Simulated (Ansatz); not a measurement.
Compare A (`C=NCN[SiH3]`) with its isomer B (`NC(N)=C[SiH3]`).

Program: Ansatz. Geometries: PBE0-D4/def2-TZVP. ΔE: electronic, gas phase. CCSD(T)/CBS adds triple-zeta CCSD(T) − MP2 to the extrapolated MP2 energy (def2 sets, frozen cores). DFT in def2-TZVPP. B3LYP here is the variant with VWN-RPA as its local correlation; programs differ in this. Each species was taken in one conformer, which may not be the lowest.

Which isomer does CCSD(T)/CBS put lower? Give the gap. (Best estimate.)

The calculation gave: B, by 28.1 kJ/mol.

Give E(B) − E(A) in kJ/mol with PBE0-D4, B2PLYP, CCSD/def2-TZVPP, ωB97M-V, PBE-D4, B3LYP-D4, HF/def2-TZVPP. (Best estimate.)

Ansatz gave: PBE0-D4 -48.3, B2PLYP -30.1, CCSD/def2-TZVPP -21.6, ωB97M-V -35.5, PBE-D4 -47.8, B3LYP-D4 -33.8, HF/def2-TZVPP -17.4. None reverses the order clearly.

Largest T1 diagnostic: 0.012.

In def2-TZVPP, CCSD(T) changes the Hartree–Fock value by −5.6 kJ/mol (the triples alone add −1.5 kJ/mol) and MP2 by −12.6 kJ/mol.
